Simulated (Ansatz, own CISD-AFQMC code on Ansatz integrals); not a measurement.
CH5BSi, SMILES `B=[SiH]C` (charge 0, multiplicity 1).

Cartesian coordinates (Å):
```xyz
8

B      2.0294    -0.2861    -0.0613
Si     0.4394     0.5892     0.0544
C     -1.2399    -0.2480    -0.0070
H      3.0595    -0.8453    -0.1371
H      0.4562     2.0563     0.2109
H     -1.7982    -0.0672     0.9128
H     -1.1170    -1.3245    -0.1272
H     -1.8295     0.1256    -0.8454
```
Charge 0, multiplicity 1.

Frozen-core energies in cc-pVDZ from Ansatz (a program for electronic structure) at a geometry from B3LYP-D3(BJ)/def2-TZVP; the HF reference has <S^2> = 0.00 (restricted, and unstable towards unrestricted orbitals) and the T1 diagnostic is 0.014.

```
level    energy (Ha)
-------  -----------
HF        -354.28660
MP2       -354.60141
CCSD      -354.65168
CCSD(T)   -354.66390
```

Task: Estimate the energies of CCSDT, phaseless AFQMC, CISD trial (own CISD-AFQMC code on Ansatz integrals; ±0.39 mHa) and CCSDT(Q), and give each level's difference from CCSDT(Q).

Result: 
```csv
level,energy (Ha),difference from CCSDT(Q) (mHa)
MP2,-354.60141,64.81
CCSD,-354.65168,14.54
CCSD(T),-354.66390,2.31
CCSDT,-354.66544,0.78
"phaseless AFQMC, CISD trial (own CISD-AFQMC code on Ansatz integrals; ±0.39 mHa)",-354.66559,0.63
CCSDT(Q),-354.66622,0.00
```
